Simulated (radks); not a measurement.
Values are calculated unless marked as measured or tabulated.
Q: These are the eigenvalues of the occupied orbitals of an atom or ion with whole-number occupations (eV). Level of theory: scalar-relativistic Kohn-Sham, PBEsol, spin-polarised, spherical densities, point nucleus (a radial shooting solver on a logarithmic mesh with Libxc functionals).

| orbital | eigenvalue |
|---|---|
| 1s down | -78419.58 |
| 1s up | -78419.58 |
| 2s up | -13783.15 |
| 2s down | -13783.09 |
| 2p up | -11946.13 |
| 2p down | -11946.07 |
| 3s up | -3243.622 |
| 3s down | -3243.596 |
| 3p up | -2708.788 |
| 3p down | -2708.759 |
| 3d up | -2128.997 |
| 3d down | -2128.951 |
| 4s up | -703.1124 |
| 4s down | -703.0509 |
| 4p up | -527.7311 |
| 4p down | -527.6725 |
| 4d up | -314.8886 |
| 4d down | -314.8199 |
| 5s up | -110.3210 |
| 5s down | -109.8846 |
| 4f up | -78.3669 |
| 4f down | -78.2647 |
| 5p up | -64.5844 |
| 5p down | -64.0433 |
| 5d up | -14.6194 |
| 5d down | -14.0180 |

Which element is it, and in what charge state? The configuration may be excited. Open shells, if any, are filled with parallel spins first.

A: Z = 78, platinum, charge +1: Pt+ in [Xe] 4f14 5d9. The list shows which subshells hold electrons but not how many an open one holds; the 1s level, -2881.9 hartree, gives Z - s = 75.9 by -(Z - s)^2/2, which with screening and relativity narrows Z to a few neighbours, and the depths of the outer levels then fix element, charge and occupations together.
